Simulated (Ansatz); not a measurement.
Compare A (`N[SiH2][SiH](F)[SiH3]`) with its isomer B (`F[SiH2]N([SiH3])[SiH3]`).

Program: Ansatz. Geometries: PBE0-D4/def2-TZVP. ΔE: electronic, gas phase. CBS: MP2 limit from def2 TZ/QZ plus the TZ coupled-cluster correction, frozen cores. Functionals use def2-TZVPP. B3LYP here is the variant with VWN-RPA as its local correlation; programs differ in this. One conformer a species, not always the lowest.

Which is lower in electronic energy at CCSD(T)/CBS, and by how much? (An estimate is asked.)

The calculation gave: B, by 151.9 kJ/mol.

Give E(B) − E(A) in kJ/mol with CCSD/def2-TZVPP, MP2/def2-TZVPP, CCSD(T)/def2-TZVPP, PBE0-D4, ωB97M-V, B3LYP-D4, B3LYP. (Estimate.)

The calculation gave: CCSD/def2-TZVPP -156.5, MP2/def2-TZVPP -170.7, CCSD(T)/def2-TZVPP -154.4, PBE0-D4 -120.8, ωB97M-V -155.4, B3LYP-D4 -141.9, B3LYP -133.5. None reverses the order clearly.

Largest T1 diagnostic: 0.013.

From PBE to PBE0 (25 % exact exchange), in def2-TZVPP and without D4, E(B) − E(A) moves by −16.1 kJ/mol. The D4 term adds −8.4 kJ/mol with B3LYP and −4.2 kJ/mol with PBE0; it sums over pairs of atoms, weighted by their polarisabilities, and B3LYP, whose exchange is more repulsive, gets the larger term.
